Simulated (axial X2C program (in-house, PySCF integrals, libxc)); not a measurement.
# What spin–orbit coupling does to CrB⁺

All values were computed with an in-house relativistic program for diatomic molecules. Spin-free means the one-electron spin-free X2C Hamiltonian; two-component (2c) means X2C with spin–orbit coupling and atomic mean-field two-electron Coulomb and Gaunt terms, so the difference of the two also holds small scalar two-electron terms. Basis: Cr dyall-cv3z [9s10p6d3f2g], B dyall-v3z [7s6p2d1f] (cores contracted in-house); Gaussian nuclei, density fitting, unrestricted open shells. Masses: Cr 51.941 u, B 11.009 u.

Spin-free state: M_S = 3, Λ = 0 (beyond evenly filled blocks: 2 × σα, π+α, π-α, δ+α, δ-α); fragments Cr+ + B.

```
level  Re (Å)  ωe (cm⁻¹)  De (eV)  μ (D)
 PBE0   2.169      436.3    1.940  -0.20
   HF   2.506      267.7    0.947   0.33
  MP2   2.266      339.9    1.332    n/a
B97-3   2.176      431.7    1.846  -0.35
```

Correlated methods: 8 electrons correlated (number of frozen shells: Cr 3 s, 2 p; B 1 s), 242 virtual spin orbitals or spinors in MP2.

Dipoles are positive if B is the positive end and refer to the centre of mass.

Two-component determinant lowest at the distance of the search:

Ω = 3 (⟨Sz⟩ = 3.00, ⟨Lz⟩ = 0.00 at HF); fragments Cr+ + B.

```
level  Re (Å)  ωe (cm⁻¹)  De (eV)  μ (D)
 PBE0   2.170      435.6    1.935  -0.20
   HF   2.508      267.3    0.945   0.33
  MP2   2.268      339.0    1.328    n/a
B97-3   2.177      431.0    1.841  -0.34
```

(1) From the two tables, how do the constants change at the MP2 level (2c against spin-free)?

Occupations by symmetry block were frozen at the best pattern of an incomplete PBE0 search. Dissociation energies refer to the lowest single-determinant-based atoms at the same level and basis. Density functionals use the spin component along the axis (collinear). In 2c an atomic determinant is not the ground J level, so De misses part of the atomic spin–orbit lowering. This holds for PBE0, MP2, B97-3. PBE0 can misorder states that lie within some tenths of an eV, so this need not be the ground state of the molecule. The nearest other spin-free determinant of the search, M_S = 2, Λ = 0, lies 0.36 eV up at the distance of the search. The functionals have no current-density term, which raises determinants with orbital currents, atoms included. With several unpaired electrons one determinant need not be a pure state. Open-shell Ω = 0 determinants with evenly filled partner blocks cannot be reached by this program, so the Ω shown need not be the lowest component.

## Answers

(1) At the MP2 level Re rises by 0.002 Å and ωe falls by 0.9 cm⁻¹; De is not compared, since the atomic limits differ or miss part of their spin–orbit lowering.
